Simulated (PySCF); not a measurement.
Point-charge models of `C[SiH2][SiH2][SiH2]N` against its computed dipole.

Coordinates (GFN2-xTB, Å) and charges (e) from the PBE0/pcSseg-1 density (PySCF):

| atom | x | y | z | Mulliken | IAO | Hirshfeld | ESP-fitted |
| --- | --- | --- | --- | --- | --- | --- | --- |
| C1 | 2.990 | 0.212 | -0.411 | -0.6137 | -0.6977 | -0.2093 | -0.5721 |
| Si2 | 1.416 | 0.240 | 0.658 | +0.3683 | +0.4847 | +0.2555 | +0.6302 |
| Si3 | -0.260 | -1.045 | -0.305 | -0.0989 | +0.0940 | +0.1381 | -0.1293 |
| Si4 | -2.449 | -0.509 | 0.183 | +0.5210 | +0.6344 | +0.2789 | +0.5948 |
| N5 | -2.516 | 1.216 | 0.102 | -0.6286 | -0.8422 | -0.3210 | -1.0709 |
| H6 | 2.812 | 0.670 | -1.380 | +0.1390 | +0.1540 | +0.0404 | +0.1308 |
| H7 | 3.813 | 0.746 | 0.057 | +0.1452 | +0.1590 | +0.0451 | +0.1394 |
| H8 | 3.319 | -0.808 | -0.589 | +0.1402 | +0.1542 | +0.0408 | +0.1368 |
| H9 | 1.035 | 1.651 | 0.826 | -0.0535 | -0.1072 | -0.0809 | -0.1621 |
| H10 | 1.795 | -0.237 | 1.998 | -0.0583 | -0.1078 | -0.0801 | -0.1683 |
| H11 | -0.050 | -2.463 | 0.042 | -0.0268 | -0.0833 | -0.0791 | -0.0505 |
| H12 | -0.065 | -1.054 | -1.771 | -0.0296 | -0.0856 | -0.0782 | -0.0224 |
| H13 | -3.453 | -1.174 | -0.673 | -0.1013 | -0.1504 | -0.0952 | -0.1512 |
| H14 | -2.870 | -0.793 | 1.560 | -0.0892 | -0.1224 | -0.0833 | -0.1125 |
| H15 | -3.353 | 1.680 | 0.415 | +0.1936 | +0.2605 | +0.1167 | +0.4107 |
| H16 | -2.173 | 1.679 | -0.724 | +0.1926 | +0.2558 | +0.1114 | +0.3965 |

Problem. Compute μ = Σ q r for each scheme (1 e·Å = 4.803 D) and compare with the dipole of the full density.

Solution. The full density gives (-0.26, 0.91, -0.87) D, 1.29 D in size; dipole vectors point from the negative to the positive end.

| scheme | μx | μy | μz | size (D) | share of the full size (%) | angle to the full dipole (°) |
| --- | --- | --- | --- | --- | --- | --- |
| Mulliken | -0.92 | -0.09 | 0.24 | 0.96 | 74 | 93 |
| IAO | -0.78 | -0.46 | -0.04 | 0.90 | 70 | 99 |
| Hirshfeld | -0.19 | 0.44 | -0.17 | 0.51 | 39 | 23 |
| ESP-fitted | -0.26 | 0.88 | -0.90 | 1.28 | 100 | 2 |

Problem. Which set comes closest?

Solution. Length of the difference vector: ESP-fitted 0.04 D, Hirshfeld 0.84 D, Mulliken 1.64 D, IAO 1.68 D. Closest: ESP-fitted. 

Problem. What is left for the Hirshfeld atoms' own dipoles?

Solution. The Hirshfeld atoms' densities add up to the full density, so μ = Σ q r + Σ (atomic dipoles). The atomic dipoles sum to (-0.26, 0.91, -0.87) − (-0.19, 0.44, -0.17) = (-0.07, 0.47, -0.70) D, 0.84 D in size.

Problem. With the origin at the mean of the coordinates, (0.000, 0.001, -0.001) Å, which are the largest single terms, by size, of the Mulliken dipole along the direction of the full one?

Solution. N5 -3.92, H16 +1.96, H15 +1.47, Si2 -1.00, H8 -0.57 D; all 16 atoms together -0.05 D. The single terms depend on the origin, their sum doesn't.

Problem. Give the size of the full dipole in other units.

Solution. 1.29 D = 0.506 au = 0.268 e·Å = 4.29 × 10⁻³⁰ C·m.

Isolated species at its GFN2-xTB geometry (one conformer only).

The values belong to the conformer `[CH3:1][SiH2:2][SiH2:3][SiH2:4][NH2:5]`: C1–Si2–Si3–Si4 -154°, Si2–Si3–Si4–N5 43°, H–N5–Si4–Si3 -171°, H–N5–Si4–Si3 52°.
